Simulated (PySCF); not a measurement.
CH3Cl2Si, SMILES [Si](C)(Cl)Cl (connectivity only; charge and spin as stated), charge +1, multiplicity 1. Atoms are numbered in the order given.

```xyz
7

C     -2.0847    -0.4922    -0.0285
Si    -0.3056    -0.0789    -0.0076
Cl     1.1090    -1.4723    -0.0200
Cl     0.3102     1.8089     0.0407
H     -2.5337    -0.1512     0.9225
H     -2.2320    -1.5759    -0.1483
H     -2.5736     0.0614    -0.8493
```
Charge +1, spin multiplicity 1.

Geometry optimised at B3LYP-D3(BJ)/def2-SVP. The multiplicity is an assumed one; other spin states were not compared. The isomer is the one that the SMILES or the coordinates give; other isomers of the formula were not compared.

The numbers are results of PBE/def2-TZVPD (PySCF), not measurements.

Mulliken values depend strongly on the basis, most of all with diffuse functions as here. ESP charges are fitted to the potential on shells at 1.4 to 2.0 van der Waals radii. Atomic charges (e):

```csv
atom,ESP fit,Mulliken,IAO
C1,-0.39,-0.54,-0.74
Si2,0.43,0.74,1.18
Cl3,0.17,0.00,-0.07
Cl4,0.16,-0.01,-0.07
H5,0.22,0.26,0.24
H6,0.20,0.29,0.23
H7,0.21,0.26,0.23
```
